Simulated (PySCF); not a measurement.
A PySCF script (with the pyscf-properties extension) for the NMR shieldings of `COC[Si@@H]1COC=C[C@@H]1F`, C$_{6}$H$_{11}$FO$_{2}$Si, on a GFN2-xTB geometry:

```python
import basis_set_exchange as bse
import numpy as np
from pyscf import gto, dft
from pyscf.prop import nmr

atoms = """
C     3.584013    0.556405   -0.585529
O     2.234860    0.297911   -0.881327
C     1.562206   -0.392337    0.154217
Si   -0.238595   -0.537574   -0.435317
C    -0.994690    1.200543   -0.660928
O    -2.408798    1.164079   -0.826897
C    -3.142498    0.327414   -0.075075
C    -2.794200   -0.692842    0.706292
C    -1.403012   -1.180106    0.948692
F    -0.928697   -0.686452    2.181138
H     3.678808    1.186167    0.307802
H     4.001381    1.078330   -1.444273
H     4.138669   -0.375005   -0.417514
H     2.022238   -1.376064    0.314545
H     1.647753    0.160018    1.099947
H    -0.395534   -1.367860   -1.634946
H    -0.768217    1.823554    0.215756
H    -0.618148    1.724688   -1.539755
H    -4.190681    0.577151   -0.193494
H    -3.585923   -1.204015    1.231657
H    -1.409853   -2.267064    1.079299
"""
names = dict.fromkeys(["C", "O", "Si", "F", "H"], "pcSseg-1")
basis = {el: gto.basis.parse(bse.get_basis(n, elements=[el], fmt="nwchem")) for el, n in names.items()}
mol = gto.M(atom=atoms, basis=basis, charge=0, verbose=0)
mf = dft.RKS(mol, xc="PBE0")
mf.grids.level = 2
mf.grids.alignment = dft.numint.BLKSIZE   # the property module wants whole blocks of grid points
mf.conv_tol = 1e-9
mf.kernel()

calc = nmr.RKS(mf)   # GIAO
C = mf.mo_coeff
Co = C[:, mf.mo_occ > 0]
resp = mf.gen_response(singlet=True, hermi=2)
def vind(x):   # induced exchange potential for any number of trial vectors
    d = np.einsum("pi,xij,qj->xpq", C, 2 * x.reshape(-1, C.shape[1], Co.shape[1]), Co, optimize=True)
    return np.einsum("xpq,pi,qj->xij", resp(d - d.transpose(0, 2, 1)), C, Co, optimize=True).ravel()
mo1, _ = nmr.rhf.solve_mo1(calc, with_cphf=vind)
sigma = calc.kernel(mo1)
for i, s in enumerate(sigma):   # ppm
    print("%2d %-2s %9.2f" % (i, mol.atom_pure_symbol(i), np.trace(s) / 3))
```

Problem. Give the expected output.

Solution. 
```
 0 C     121.17
 1 O     337.54
 2 C     123.29
 3 Si    388.87
 4 C     130.21
 5 O     217.08
 6 C      26.97
 7 C      84.80
 8 C     110.55
 9 F     389.95
10 H      28.51
11 H      27.83
12 H      28.46
13 H      28.23
14 H      28.34
15 H      27.26
16 H      27.51
17 H      27.20
18 H      25.07
19 H      26.44
20 H      26.81
```

These numbers come from an equivalent density-fitted implementation of the same equations, which agrees with the script to about 0.01 ppm for H and up to a few tenths of a ppm for heavy atoms, so last digits may differ.

Problem. Turn these shieldings into chemical shifts. δ = σ(ref) − σ, references computed at the same level: ¹³C (σref 186.93) and ²⁹Si (σref 349.16) and ¹H (σref 31.72) vs TMS; ¹⁷O (σref 336.08) vs H2O; ¹⁹F (σref 170.95) vs CFCl3.

Solution. Averaging equivalent atoms: C 6: 160.0; C 7: 102.1; C 8: 76.4; C 0: 65.8; C 2: 63.6; C 4: 56.7; O 5: 119.0; O 1: -1.5; Si 3: -39.7; F 9: -219.0; H 18: 6.64; H 19: 5.28; H 20: 4.91; H 17: 4.52; H 15: 4.45; H 16: 4.21; H 13: 3.49; H 10/11/12: 3.45; H 14: 3.38 ppm. Unscaled 19F shifts against computed CFCl3 carry errors that often reach 10 to 50 ppm. Experimental scales use liquid or dissolved standards, which lie at an offset from isolated H2O (liquid H2O: subtract about 36 ppm).

Size and cost of the density-fitted run: 232 basis functions, 98 s wall time on 1 thread of an Arm Neoverse N1, shared host; peak memory 1.1 GiB.
